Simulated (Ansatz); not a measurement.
`O[Si](O)(F)N[SiH2]Cl` at its PBE0-D4/def2-TZVP geometry, where that method's forces vanish. The species carries charge 0 and has multiplicity 1.

```tsv
atom	x (Å)	y (Å)	z (Å)
O1	1.741	-1.701	-0.593
Si2	0.453	-1.013	0.106
O3	0.557	-1.346	1.696
F4	-0.920	-1.595	-0.446
N5	0.404	0.640	-0.308
Si6	-0.968	1.602	-0.669
Cl7	-2.151	1.893	1.002
H8	2.110	-2.476	-0.165
H9	-0.150	-1.040	2.267
H10	1.252	1.158	-0.120
H11	-0.498	2.935	-1.102
H12	-1.831	0.943	-1.667
```

Q: For each bond, give half the difference of the two atoms' forces along it (eV/Å; positive pushes the atoms apart) under PBE-D4, r2SCAN-D4, B3LYP-D4, ωB97M-V in def2-TZVPP. (Estimate.)

A: Ansatz gave: 
```
   bond  length (Å)  PBE-D4  r2SCAN-D4  B3LYP-D4  ωB97M-V
 O1–Si2       1.619    0.22       0.04      0.05     0.07
  O1–H8       0.958    0.31       0.01     -0.02    -0.07
 Si2–O3       1.628    0.18       0.03      0.08     0.08
 Si2–F4       1.591    0.40       0.04      0.16     0.12
 Si2–N5       1.705   -0.03       0.00     -0.01    -0.03
  O3–H9       0.959    0.30       0.01     -0.03    -0.07
 N5–Si6       1.714    0.08       0.00      0.08     0.06
 N5–H10       1.011    0.15       0.02     -0.04    -0.04
Si6–Cl7       2.068    0.15       0.06      0.22     0.10
Si6–H11       1.479    0.04      -0.03     -0.15    -0.15
Si6–H12       1.474    0.04      -0.02     -0.13    -0.16
```

B3LYP here is the variant with VWN-RPA as its local correlation; programs differ in this.
